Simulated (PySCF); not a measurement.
# Electronic structure of Ru (ruthenium, neutral) at the UHF level

Configuration: [Kr] 4d7 5s1, high-spin 5F determinant. All numbers are calculated (PySCF 2.14, scalar relativity by spin-free X2C-1e, in x2c-TZVPPall with one added diffuse shell each of s, p, d, f type (9s7p7d3f1g, 95 functions)).

| Item | Value |
| --- | --- |
| Total energy | -4527.989832 hartree |
| One-electron energy | -6246.9681 hartree |
| Hartree (Coulomb) energy | 1851.5694 hartree |
| Exchange energy | -132.5911 hartree |
| ⟨S²⟩ | 6.0044 |
| ⟨L²⟩ | 12.058 |
| Sum of ⟨r⟩ | 32.17 bohr |
| Sum of ⟨r²⟩ | 52.95 bohr² |
| Langevin diamagnetic susceptibility | -41.9 ×10⁻⁶ cm³/mol |

```json
{"shell": "1s α", "electrons": "1", "mean orbital energy (hartree)": "-817.08430", "spread (hartree)": "0", "rms radius, mean of both spins (bohr)": "0.0384"}
{"shell": "1s β", "electrons": "1", "mean orbital energy (hartree)": "-817.08360", "spread (hartree)": "0", "rms radius, mean of both spins (bohr)": "0.0384"}
{"shell": "2s α", "electrons": "1", "mean orbital energy (hartree)": "-120.41175", "spread (hartree)": "0", "rms radius, mean of both spins (bohr)": "0.158"}
{"shell": "2s β", "electrons": "1", "mean orbital energy (hartree)": "-120.38447", "spread (hartree)": "0", "rms radius, mean of both spins (bohr)": "0.158"}
{"shell": "2p α", "electrons": "3", "mean orbital energy (hartree)": "-107.63735", "spread (hartree)": "0", "rms radius, mean of both spins (bohr)": "0.140"}
{"shell": "2p β", "electrons": "3", "mean orbital energy (hartree)": "-107.61171", "spread (hartree)": "0", "rms radius, mean of both spins (bohr)": "0.140"}
{"shell": "3s α", "electrons": "1", "mean orbital energy (hartree)": "-22.46213", "spread (hartree)": "0", "rms radius, mean of both spins (bohr)": "0.428"}
{"shell": "3s β", "electrons": "1", "mean orbital energy (hartree)": "-22.44609", "spread (hartree)": "0", "rms radius, mean of both spins (bohr)": "0.428"}
{"shell": "3p α", "electrons": "3", "mean orbital energy (hartree)": "-18.14640", "spread (hartree)": "0", "rms radius, mean of both spins (bohr)": "0.432"}
{"shell": "3p β", "electrons": "3", "mean orbital energy (hartree)": "-18.12949", "spread (hartree)": "0", "rms radius, mean of both spins (bohr)": "0.432"}
{"shell": "3d α", "electrons": "5", "mean orbital energy (hartree)": "-11.20103", "spread (hartree)": "0.00977", "rms radius, mean of both spins (bohr)": "0.419"}
{"shell": "3d β", "electrons": "5", "mean orbital energy (hartree)": "-11.16309", "spread (hartree)": "0.03585", "rms radius, mean of both spins (bohr)": "0.419"}
{"shell": "4s α", "electrons": "1", "mean orbital energy (hartree)": "-3.52207", "spread (hartree)": "0", "rms radius, mean of both spins (bohr)": "1.09"}
{"shell": "4s β", "electrons": "1", "mean orbital energy (hartree)": "-3.35354", "spread (hartree)": "0", "rms radius, mean of both spins (bohr)": "1.09"}
{"shell": "4p α", "electrons": "3", "mean orbital energy (hartree)": "-2.24922", "spread (hartree)": "0", "rms radius, mean of both spins (bohr)": "1.22"}
{"shell": "4p β", "electrons": "3", "mean orbital energy (hartree)": "-2.03590", "spread (hartree)": "0", "rms radius, mean of both spins (bohr)": "1.22"}
{"shell": "4d α", "electrons": "5", "mean orbital energy (hartree)": "-0.42169", "spread (hartree)": "0.03857", "rms radius, mean of both spins (bohr)": "1.83"}
{"shell": "4d β", "electrons": "2", "mean orbital energy (hartree)": "-0.33306", "spread (hartree)": "0", "rms radius, mean of both spins (bohr)": "1.83"}
{"shell": "5s α", "electrons": "1", "mean orbital energy (hartree)": "-0.23821", "spread (hartree)": "0", "rms radius, mean of both spins (bohr)": "3.83"}
```

Densities and radii are taken from the X2C orbitals without a picture-change correction, which distorts them close to the nucleus.

Spin-orbit constants ζ (cm⁻¹) from the X2C one-electron operator on these orbitals: bare nucleus, nucleus screened by l(l+1)(2l+1)/3 electrons, and screened by the Breit-Pauli mean field of the electrons.

```json
{"shell": "2p", "bare": "709500", "screened nucleus": "677300", "mean field": "n/a"}
{"shell": "3p", "bare": "122000", "screened nucleus": "116500", "mean field": "n/a"}
{"shell": "3d", "bare": "17540", "screened nucleus": "13550", "mean field": "n/a"}
{"shell": "4p", "bare": "16840", "screened nucleus": "16080", "mean field": "n/a"}
{"shell": "4d", "bare": "1302", "screened nucleus": "1006", "mean field": "n/a"}
```

To first order the Landé constant is A = -251.5 cm⁻¹, so the lowest level has J = 5 and lies 0.187 eV below the centre of the term. This holds in LS coupling only.
